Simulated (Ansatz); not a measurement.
Spin states of the cluster BeI₂ (the lowest singlet isomer of a short search), each relaxed with B3LYP-D4/def2-TZVP in Ansatz. Electronic energies in the gas phase.

In the def2 sets I takes a core potential; there is no spin–orbit coupling. LC-ωPBE has ω = 0.4 bohr⁻¹. Correlated methods freeze 8 core orbitals; core or outer-core shells of I are correlated, in sets that lack core-valence functions. In the triplet, I2 and I3 lie 3.30 Å apart (atoms count from 1), so these atoms are partly bonded to each other. The structure comes from a short search, and lower isomers may exist.

Singlet geometry (D∞h within 0.1 Å):

Cartesian coordinates in Å:
```
Be 0.000 0.000 0.000
I 1.996 -0.796 0.266
I -1.996 0.796 -0.266
```

Triplet geometry (C2v within 0.1 Å):

```xyz
3

Be   -0.213   -0.635   -0.938
I     1.321    1.092   -0.331
I    -1.109   -0.457    1.269
```

Quintet geometry (C2v within 0.1 Å):

Cartesian coordinates in Å:
```
Be 0.089 -0.468 -1.068
I -1.024 -1.635 1.272
I 0.935 2.103 -0.204
```

⟨S²⟩: triplet 2.01 at PBE0-D4/def2-TZVP (pure 2.00), quintet 6.01 at PBE0-D4/def2-TZVP (pure 6.00).

Only these spin states were relaxed. The triplet has other bonds than the singlet, so the gap mixes isomer and spin. The quintet has other bonds than the singlet, so the gap mixes isomer and spin.

(1) Estimate which spin state lies lowest at each of these levels, and by how much: HF/def2-TZVPP; r2SCAN-D4/def2-TZVP; PBE0-D4/def2-TZVP; LC-ωPBE/def2-TZVP; RPA@PBE/def2-TZVP; MP2/def2-TZVP; CCSD/def2-TZVPP; CCSD(T)/def2-TZVPP.

Answers

(1) 
```csv
level,triplet − singlet (kcal/mol),quintet − singlet (kcal/mol),lowest of these
HF/def2-TZVPP,76.5,165.0,singlet
r2SCAN-D4/def2-TZVP,74.1,198.5,singlet
PBE0-D4/def2-TZVP,76.1,199.7,singlet
LC-ωPBE/def2-TZVP,81.2,197.3,singlet
RPA@PBE/def2-TZVP,75.4,189.8,singlet
MP2/def2-TZVP,85.0,207.8,singlet
CCSD/def2-TZVPP,82.8,197.4,singlet
CCSD(T)/def2-TZVPP,82.3,200.7,singlet
```
